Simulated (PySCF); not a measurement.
A calculated (UHF, PySCF 2.14, aug-cc-pVQZ, no relativity, point nucleus) atom or ion has these occupied shells.

```tsv
shell	electrons	orbital energy (eV)	rms radius, mean of both spins (bohr)
1s α	1	-342.39	0.312
1s β	1	-340.74	0.312
2p α	2	-38.907	1.46
```

Problem. Name the element and its charge.

Solution. C²⁺ (carbon, charge +2), in [He] 2p2, high-spin 3P determinant (an excited configuration).
